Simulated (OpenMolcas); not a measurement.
Nb2+ (d3) among equal point charges was computed by CASSCF with the d shell active (OpenMolcas, ANO-RCC-VDZP on the metal). Its lowest spin-free states, and all those of the highest spin:

```json
{"2S+1": "4", "Degeneracy": "1", "E (cm-1)": "0.0"}
{"2S+1": "2", "Degeneracy": "2", "E (cm-1)": "11818"}
{"2S+1": "4", "Degeneracy": "3", "E (cm-1)": "12362"}
{"2S+1": "2", "Degeneracy": "3", "E (cm-1)": "12415"}
{"2S+1": "2", "Degeneracy": "3", "E (cm-1)": "17371"}
{"2S+1": "4", "Degeneracy": "3", "E (cm-1)": "18727"}
{"2S+1": "2", "Degeneracy": "1", "E (cm-1)": "22116"}
{"2S+1": "2", "Degeneracy": "3", "E (cm-1)": "24689"}
{"2S+1": "2", "Degeneracy": "3", "E (cm-1)": "24826"}
{"2S+1": "2", "Degeneracy": "2", "E (cm-1)": "25842"}
{"2S+1": "4", "Degeneracy": "3", "E (cm-1)": "29381"}
{"2S+1": "2", "Degeneracy": "3", "E (cm-1)": "29674"}
```

Question: Is the site octahedral, tetrahedral or cube-like, axial, or of lower symmetry?

Answer: The states with 2S+1 = 4 have orbital degeneracies 1, 3, 3, 3. Threefold states need a cubic site. For d3 at this spin an octahedron puts the single A2 below the threefold T2 and a tetrahedron or cube puts the threefold T1 below the threefold T2, so the site is octahedral. The first gap at this spin, 12400 cm-1, is |10Dq| in ligand-field theory. The run had Nb2+ among 6 point charges of -1.5 e arranged as an octahedron (Oh), 2.18 Å from the ion.

Without dynamic correlation the repulsion within the d shell is too large (B by tens of per cent), so at a given field states of lower spin stand too high. Point charges carry no covalency, so the field is a model and not that of real ligands. No measured value stands beside these numbers.
